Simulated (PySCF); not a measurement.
H8Si2Sn, singlet, at a GFN2-xTB geometry (such geometries of metal compounds can be far from the true shape) (all electrons, no relativity), with bond 7-2 at 2.4 times its length; CASSCF(2,3)/STO-3G (PySCF).

The PySCF input:
```python
from pyscf import gto, scf, mcscf
import numpy

mol = gto.Mole()
mol.atom = '''
    Sn    0.050341   -0.263858    0.330057
    Si    2.148010    0.910706   -0.469745
    Si   -2.308697   -0.070689   -0.580633
    H     0.416842   -1.917181    0.401194
    H    -0.042722   -0.008993    2.003273
    H     1.925539    2.350658   -0.464799
    H     4.852368    0.155853    1.601053
    H     2.449170    0.488858   -1.831063
    H    -2.698943   -1.316355   -1.222500
    H    -3.241599    0.237854    0.491375
    H    -2.350558    1.001626   -1.568106
'''
mol.basis = 'sto-3g'
mol.charge = 0
mol.spin = 0
mol.verbose = 4
mol.build()

mf = scf.RHF(mol)
mf.kernel()
mc = mcscf.CASSCF(mf, 3, 2)
mc.fix_spin_(ss=0.0)
mc.kernel()
occ = numpy.linalg.eigvalsh(mc.fcisolver.make_rdm1(mc.ci, mc.ncas, mc.nelecas))[::-1]
ss = mc.fcisolver.spin_square(mc.ci, mc.ncas, mc.nelecas)[0]
print('natural occupations', occ.round(4), ' <S^2>', round(ss, 4))
```

The log (banner, timings and long lists left out):

```
PySCF version 2.14.0

[INPUT] verbose = 4
[INPUT] num. atoms = 11
[INPUT] num. electrons = 86
[INPUT] charge = 0
[INPUT] spin (= nelec alpha-beta = 2S) = 0
[INPUT] symmetry False subgroup None
[INPUT] Mole.unit = angstrom
[INPUT] Symbol           X                Y                Z      unit          X                Y                Z       unit  Magmom
[...]
nuclear repulsion = 439.501427600159
number of shells = 29
number of NR pGTOs = 159
number of NR cGTOs = 53
basis = sto-3g
ecp = {}

******** <class 'pyscf.scf.hf.RHF'> ********
method = RHF
initial guess = minao
damping factor = 0
level_shift factor = 0
DIIS = <class 'pyscf.scf.diis.CDIIS'>
diis_start_cycle = 1
diis_space = 8
diis_damp = 0
SCF conv_tol = 1e-09
SCF conv_tol_grad = None
SCF max_cycles = 50
direct_scf = True
direct_scf_tol = 1e-13
Set gradient conv threshold to 3.16228e-05
Initial guess from minao.
init E= -6521.18656643267
[...]
cycle= 1 E= -6538.63008868776  delta_E= -17.4  |g|= 0.527  |ddm|= 3.61
[...]
cycle= 2 E= -6538.73342944387  delta_E= -0.103  |g|= 0.291  |ddm|= 2.62
[...]
cycle= 3 E= -6538.79831798175  delta_E= -0.0649  |g|= 0.251  |ddm|= 1.89
[...]
cycle= 4 E= -6538.85108054419  delta_E= -0.0528  |g|= 0.0447  |ddm|= 0.638
[...]
cycle= 5 E= -6538.85299159417  delta_E= -0.00191  |g|= 0.00662  |ddm|= 0.155
[...]
cycle= 6 E= -6538.85307120985  delta_E= -7.96e-05  |g|= 0.00294  |ddm|= 0.0335
[...]
cycle= 7 E= -6538.85308281405  delta_E= -1.16e-05  |g|= 0.000648  |ddm|= 0.0137
[...]
cycle= 8 E= -6538.85308318426  delta_E= -3.7e-07  |g|= 0.000184  |ddm|= 0.00197
[...]
cycle= 9 E= -6538.85308321212  delta_E= -2.79e-08  |g|= 8.26e-06  |ddm|= 0.000523
[...]
cycle= 10 E= -6538.8530832122  delta_E= -8e-11  |g|= 2.17e-06  |ddm|= 3.32e-05
[...]
Extra cycle  E= -6538.85308321218  delta_E= 2.18e-11  |g|= 2.35e-06  |ddm|= 1.23e-05
converged SCF energy = -6538.85308321218

******** <class 'pyscf.mcscf.mc1step.CASSCF'> ********
CAS (1e+1e, 3o), ncore = 42, nvir = 8
max_cycle_macro = 50
max_cycle_micro = 4
conv_tol = 1e-07
conv_tol_grad = None
orbital rotation max_stepsize = 0.02
orbital rotation threshold for CI restart = 0.01
augmented hessian ah_max_cycle = 30
augmented hessian ah_conv_tol = 1e-12
augmented hessian ah_linear dependence = 1e-14
augmented hessian ah_level shift = 1e-08
augmented hessian ah_start_tol = 2.5
augmented hessian ah_start_cycle = 3
augmented hessian ah_grad_trust_region = 3
kf_trust_region = 3
kf_interval = 4
ci_response_space = 4
ci_grad_trust_region = 3
with_dep4 0
natorb = False
canonicalization = True
sorting_mo_energy = False
ao2mo_level = 2
internal_rotation = False
******** <class 'pyscf.fci.addons.SpinPenaltyFCISolver'> ********
max. cycles = 50
conv_tol = 1e-08
davidson only = True
linear dependence = 1e-12
level shift = 0.001
max iter space = 12
nroots = 1
pspace_size = 400
spin = None
CASCI E = -6539.03426851939  S^2 = 0.0000000
Set conv_tol_grad to 0.000316228
macro iter   1 ( 11 JK    4 micro), CASSCF E = -6539.04146404779  dE = -7.19552840e-03  S^2 = 0.0000000
               |grad[o]|=0.0637  |grad[c]|=0.00789  |ddm|=0.0173  |maxRot[o]|=0.0877
macro iter   2 (  6 JK    2 micro), CASSCF E = -6539.04146633528  dE = -2.28749104e-06  S^2 = 0.0000000
               |grad[o]|=0.00113  |grad[c]|=2.67e-05  |ddm|=0.000197  |maxRot[o]|=0.0023
macro iter   3 (  1 JK    1 micro), CASSCF E = -6539.04146633535  dE = -7.36690708e-11  S^2 = 0.0000000
               |grad[o]|=1.16e-05  |grad[c]|=5.91e-06  |ddm|=1.84e-05  |maxRot[o]|=    0
1-step CASSCF converged in   3 macro ( 18 JK   7 micro) steps
CASSCF canonicalization
Density matrix diagonal elements [1.14244658 0.84807631 0.00947712]
CASSCF energy = -6539.04146633535
CASCI E = -6539.04146633535  E(CI) = -0.902556389248275  S^2 = 0.0000000
natural occupations [1.1452 0.8548 0.    ]  <S^2> 0.0
```
